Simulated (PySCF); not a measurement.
# Structure from NMR data

An unknown has the formula C₃H₁₀OSi₂. Its calculated NMR data are:

1H NMR (600 MHz, computed): δ 4.94 (s, 3H), 4.27 (br s, 1H), 3.99 (br s, 1H), 3.93 (t, 3H), 1.86 (q, 2H).

13C{1H} NMR (computed): δ 168.0 (C), 88.5 (CH2), 22.3 (CH2).

PySCF 2.14.0 with density-fitted response routines calculation with coordinates at the GFN2-xTB level and shieldings: GIAO PBE0/pcSseg-1; single conformer, no solvent, equivalent nuclei averaged, non-relativistic.

Referencing at the same level of theory: 1H (σref 31.72), 13C (σref 186.93) vs TMS.

Deduce the structure.

## Answers


1. The formula gives 1 degree of unsaturation (no ring in the answer).
2. 3 carbon signals for 3 carbons: no two carbons are equivalent.
3. Carbon types of the structure: 1 × C, 2 × CH2, leaving 6 H on heteroatoms.
4. δC 168.0: alkene carbon bearing oxygen; an sp2 carbon further deshielded by the attached heteroatom.
5. δC 88.5: β carbon of an enol-ether or enamine type C=C; the O or N lone pair pushes π density onto this β carbon and shields it.
6. δC 22.3: allylic sp3 CH2 bonded to Si.
7. δH 4.94: hydrogen on a silicon bonded to O.
8. δH 4.27, 3.99: hydrogen on a β carbon of an enol-ether or enamine type C=C; lone-pair donation from O or N shields it, upfield of ordinary alkene protons.
9. δH 3.93: hydrogen on a silicon bonded to C.
10. δH 1.86: hydrogen on an allylic sp3 CH2 bonded to Si; allylic position.

These data were computed for SMILES C=C(C[SiH3])O[SiH3].

The data come from this structure; uniqueness wasn't tested.

Shifts are as computed. Against solution values, carbons near 30 ppm lie about +3 ppm off and those near 130 ppm about +5 ppm. Of 1309 compounds with measured shifts, 239 miss one by over three times the rms of a fit or turn the order of signals round; such compounds aren't used in these exercises. Multiplicities follow the n + 1 count of equivalent neighbours, as no J values were calculated; m marks all less simple cases, F and P coupling included.
